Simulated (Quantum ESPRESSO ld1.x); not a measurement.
Values are calculated unless marked as measured or tabulated.
Ionisation of the indium ion In2+, [Kr] 4d10 5s1, to In3+, [Kr] 4d10, under several functionals. Dirac Kohn-Sham, spin-unpolarised, spherical densities, point nucleus; ld1.x of Quantum ESPRESSO 7.5.

| functional | E(In2+) (hartree) | Exc (hartree) | IE (eV) | -e(HOMO) (eV) | <r> HOMO (bohr) | IE error (eV) |
|---|---|---|---|---|---|---|
| LDA (Slater exchange, Hedin-Lundqvist correlation) | -5876.92 | -154.01 | 28.827 | 24.210 | 2.322 | +0.783 |
| exchange-only PBE | -5879.78 | -156.91 | 27.705 | 22.974 | 2.373 | -0.339 |
| PW86 exchange with PBE correlation | -5882.78 | -159.94 | 28.471 | 23.839 | 2.340 | +0.427 |
| LDA (Slater exchange, VWN5 correlation) | -5877.11 | -154.21 | 28.737 | 24.120 | 2.322 | +0.693 |
| Slater X-alpha with alpha = 1 | -5947.74 | -227.09 | 31.002 | 26.377 | 2.215 | +2.958 |
| B86b exchange with PBE correlation | -5883.00 | -160.18 | 28.338 | 23.703 | 2.338 | +0.294 |

NIST Atomic Spectra Database: 28.044 eV (measured). Closest: B86b exchange with PBE correlation. The Delta-SCF values span 3.30 eV, the total energies 70.82 hartree. The highest occupied level is 5s1/2. Spin polarisation and multiplet splitting are left out, so open shells lie too high by an amount that depends on their filling.

Beside tabulated values, note that spin-unpolarised runs miss the spin-polarisation part of the exchange energy of open shells.
